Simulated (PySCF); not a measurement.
**Correlation energy of B- (boron, charge -1)**

[He] 2s2 2p2, high-spin 3P determinant. Computed with PySCF 2.14 in def2-QZVPPD, with no relativity, point nucleus. Frozen: 1s2; 4 electrons correlated.

```csv
level,correlation energy (mhartree)
CCSD,-82.24
(T),-3.48
CCSD(T),-85.72
```

Diagnostics: T1 = 0.012, D1 = 0.0258, largest double amplitude 0.081.

Problem. Is a single reference adequate?

Solution. Mostly. T1 lies below 0.03, but a double amplitude of this size points to a near-degeneracy that CCSD handles and MP2 describes poorly.
